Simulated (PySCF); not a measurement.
BFH, SMILES [BH]F (connectivity only; charge and spin as stated), charge +1, multiplicity 1.

Coordinates come from a ωB97X-D3(BJ)/def2-TZVPD optimisation. The multiplicity is an assumed one; other spin states were not compared. The isomer is the one that the SMILES or the coordinates give; other isomers of the formula were not compared.

All values below come from HF/def2-TZVPD (PySCF).

The total energy is -124.46247 hartree and the point group is C∞v. The highest occupied level is -26.52 eV and the lowest empty level is -5.39 eV. The orbital gap is 21.13 eV and the dipole moment about the centre of nuclear charge comes out as 3.94 D. The mean static polarisability is 9.2 bohr³ (1.36 Å³) and the polarisability, principal values is 8.2, 8.2, 11.2 bohr³.
